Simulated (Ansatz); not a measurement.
Complexes of V with 0 d electrons: gap (eV) at several levels, gas phase, relaxed structures; Ansatz. Names give formal oxidation states. A dash marks a value that wasn't run or was left out as unsound. The structures are stationary points that may keep the symmetry of their start. Remarks come from the PBE and PBE0 runs and from stability tests at other levels; not every state was tested.

```json
{"species": "V(NH)F3 (VNF3H)", "state": "singlet", "geometry": "PBE-D4/def2-SVP", "B3LYP-D4/6-31G": "5.50", "PBE0-D4/def2-SVP": "6.09", "PBE0-D4/def2-TZVP": "6.14", "CAM-B3LYP-D4/def2-TZVP": "8.74", "ωB97M-V/def2-TZVP": "10.86", "remarks": "restricted SCF unstable in HF"}
{"species": "VOCl3 (VCl3O)", "state": "singlet", "geometry": "PBE0-D4/def2-SVP", "B3LYP-D4/6-31G": "–", "PBE0-D4/def2-SVP": "5.17", "PBE0-D4/def2-TZVP": "5.31", "CAM-B3LYP-D4/def2-TZVP": "7.61", "ωB97M-V/def2-TZVP": "9.53", "remarks": "restricted SCF unstable in HF"}
{"species": "V(NH)(OH)3 (VNO3H4)", "state": "singlet", "geometry": "PBE0-D4/def2-SVP", "B3LYP-D4/6-31G": "6.36", "PBE0-D4/def2-SVP": "6.99", "PBE0-D4/def2-TZVP": "7.02", "CAM-B3LYP-D4/def2-TZVP": "9.58", "ωB97M-V/def2-TZVP": "11.66", "remarks": "restricted SCF unstable in HF"}
```

Q: Estimate the column for r2SCAN-D4/def2-TZVP.

A: V(NH)F3 (VNF3H) 3.96; VOCl3 (VCl3O) 3.50; V(NH)(OH)3 (VNO3H4) 4.95.
